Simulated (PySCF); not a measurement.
Compound: C₅H₈GaN.
Cartesian coordinates in Å at the PBE0-D3(BJ)/def2-SVP level; atoms count from 1:
```xyz
15
C5H8GaN angstrom
Ga     2.6555    0.0137    0.2367
N      0.5404   -0.0027    0.0248
C     -0.1291    1.1426   -0.1318
C     -1.5150    1.1793   -0.2330
C     -2.2215   -0.0194   -0.1706
C     -1.5165   -1.2100   -0.0104
C     -0.1307   -1.1567    0.0820
H      2.9638   -1.3980   -0.4144
H      2.9575    1.3241   -0.6025
H      2.7732    0.1229    1.8128
H      0.4789    2.0501   -0.1809
H     -2.0255    2.1352   -0.3605
H     -3.3113   -0.0260   -0.2485
H     -2.0284   -2.1723    0.0400
H      0.4760   -2.0587    0.2003
```

Level: CAM-B3LYP/def2-SVPD in PySCF, non-relativistic, on one gas-phase PBE0-D3(BJ)/def2-SVP geometry that isn't relaxed in the solvent. The solvent is an IEF-PCM continuum (Bondi radii, 1.10 Å for H, scaled by 1.2), and excitations are vertical TDDFT with non-equilibrium linear response and a frozen core. The model holds no explicit solvent molecules, cavitation or dispersion. Spin–orbit coupling is left out although an atom past zinc is present.

Gas-phase singlets (H = HOMO, L = LUMO):

```json
{"state": "S1", "E (eV)": "5.229", "λ (nm)": "237", "f": "0.051", "leading configurations": "H→L 98%"}
{"state": "S2", "E (eV)": "5.359", "λ (nm)": "231", "f": "0.000", "leading configurations": "H-1→L 95%"}
{"state": "S3", "E (eV)": "5.476", "λ (nm)": "226", "f": "0.035", "leading configurations": "H-2→L 58%, H→L+1 25%"}
{"state": "S4", "E (eV)": "5.868", "λ (nm)": "211", "f": "0.003", "leading configurations": "H-3→L 93%"}
{"state": "S5", "E (eV)": "5.955", "λ (nm)": "208", "f": "0.024", "leading configurations": "H→L+1 74%, H-2→L 21%"}
```

Question: What are the lowest 5 singlets in benzene (ε = 2.271)?

Answer: 
| state | E (eV) | λ (nm) | f | leading configurations | change by rank (eV) |
| --- | --- | --- | --- | --- | --- |
| S1 | 5.473 | 227 | 0.076 | H-2→L 78%, H-4→L+1 12% | +0.244 |
| S2 | 5.730 | 216 | 0.082 | H→L 96% | +0.371 |
| S3 | 5.901 | 210 | 0.004 | H-1→L 96% | +0.425 |
| S4 | 6.012 | 206 | 0.004 | H-3→L 94% | +0.144 |
| S5 | 6.415 | 193 | 0.032 | H→L+1 90%, H-2→L 8% | +0.460 |

Question: What are the lowest 5 singlets in acetonitrile (ε = 35.69)?

Answer: 
| state | E (eV) | λ (nm) | f | leading configurations | change by rank (eV) |
| --- | --- | --- | --- | --- | --- |
| S1 | 5.497 | 226 | 0.074 | H-1→L 49%, H-2→L 33% | +0.268 |
| S2 | 6.142 | 202 | 0.007 | H-4→L 83%, H-3→L 9% | +0.783 |
| S3 | 6.176 | 201 | 0.045 | H→L 72%, H-1→L+1 11% | +0.700 |
| S4 | 6.445 | 192 | 0.002 | H-2→L 54%, H-1→L 43% | +0.577 |
| S5 | 6.576 | 189 | 0.172 | H-1→L+1 30%, H-2→L+1 25% | +0.621 |

Question: How do the frontier levels move from gas to acetonitrile?

Answer: 
```tsv
orbital	gas (eV)	solvent (eV)	change (eV)	Löwdin shares, gas	Löwdin shares, solvent
LUMO+2	0.86	1.00	+0.14	Ga1 16 %, C5 14 %, C6 12 %, C4 12 %	Ga1 64 %, H10 6 %, H8 6 %, H9 6 %
LUMO+1	-0.33	0.17	+0.50	C6 19 %, C4 19 %, C3 18 %, C7 18 %	C6 19 %, C4 19 %, C3 17 %, C7 17 %
LUMO	-0.91	-0.43	+0.48	C5 24 %, N2 22 %, C7 12 %, C3 12 %	C5 24 %, N2 22 %, C7 13 %, C3 12 %
HOMO	-8.54	-9.16	-0.62	Ga1 39 %, H10 34 %, H8 10 %, H9 10 %	Ga1 36 %, H10 32 %, H8 10 %, H9 9 %
HOMO-1	-8.73	-9.30	-0.57	Ga1 40 %, H9 27 %, H8 26 %	Ga1 18 %, H9 13 %, C3 12 %, C7 12 %
HOMO-2	-9.85	-9.39	+0.46	C3 20 %, C7 20 %, C6 20 %, C4 20 %	Ga1 22 %, H9 15 %, H8 15 %, C3 10 %
HOMO-3	-10.47	-10.37	+0.10	N2 35 %, Ga1 20 %, C3 6 %, C7 6 %	C5 24 %, N2 21 %, C4 14 %, C6 14 %
```

The HOMO–LUMO gap goes from 7.64 to 8.74 eV. Rows go by rank; for HOMO-3, HOMO-2, HOMO-1, HOMO and LUMO+2 the atom shares or the degeneracy differ between the runs, so the row needn't follow one orbital.

Time: 44 s wall; peak memory 1.2 GiB. Hardware: one thread of an Arm Neoverse V1 (shared host). This is the whole response run at CAM-B3LYP/def2-SVPD in acetonitrile, SCF included.
